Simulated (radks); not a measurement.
Values are calculated unless marked as measured or tabulated.
Dispersion coefficients C6 (hartree bohr^6) between ground-configuration atoms and ions, from the Casimir-Polder integral (3/pi) of alpha_A(iw) alpha_B(iw). Level of theory: non-relativistic Kohn-Sham, LDA (Slater exchange, VWN5 correlation), spin-unpolarised, spherical densities, point nucleus (a radial shooting solver on a logarithmic mesh with Libxc functionals). Response by self-consistent Sternheimer equations with the Hartree and adiabatic LDA kernel. For heavy and open-shell atoms this level of theory can miss by tens of per cent.

\begin{tabular}{lrrrrrrrrrr}
C6 & Sr & Ni3+ & Mn+ & Zn3+ & I & B2+ & Pd & Cl & Ti2+ & B3+ \\ \hline
Sr & 2969 &  &  &  &  &  &  &  &  &  \\
Ni3+ & 58.30 & 4.186 &  &  &  &  &  &  &  &  \\
Mn+ & 617.7 & 18.48 & 149.0 &  &  &  &  &  &  &  \\
Zn3+ & 51.58 & 3.834 & 16.50 & 3.517 &  &  &  &  &  &  \\
I & 880.6 & 32.25 & 230.7 & 28.85 & 374.1 &  &  &  &  &  \\
B2+ & 142.4 & 4.069 & 34.46 & 3.620 & 53.44 & 8.019 &  &  &  &  \\
Pd & 668.7 & 24.34 & 171.2 & 21.83 & 274.3 & 39.38 & 203.2 &  &  &  \\
Cl & 430.9 & 17.38 & 116.9 & 15.56 & 193.2 & 27.01 & 141.4 & 100.8 &  &  \\
Ti2+ & 151.7 & 7.777 & 43.39 & 7.037 & 73.13 & 9.825 & 54.36 & 38.69 & 15.92 &  \\
B3+ & 0.7939 & 0.09070 & 0.2853 & 0.08538 & 0.5041 & 0.05904 & 0.3953 & 0.2719 & 0.1420 & 0.002840 \\
\end{tabular}

Static polarisabilities (bohr^3): Sr ([Kr] 5s2) 188.5, Ni3+ ([Ar] 3d7) 1.762, Mn+ ([Ar] 3d5 4s1) 28.31, Zn3+ ([Ar] 3d9) 1.542, I ([Kr] 4d10 5s2 5p5) 34.24, B2+ ([He] 2s1) 6.291, Pd ([Kr] 4d10) 28.36, Cl ([Ne] 3s2 3p5) 15.83, Ti2+ ([Ar] 3d2) 5.327, B3+ ([He]) 0.02094. The combination rule 2 Ca Cb / ((alpha_b/alpha_a) Ca + (alpha_a/alpha_b) Cb) gives 39.50 for Ti2+-Cl, against 38.69 from the integral.
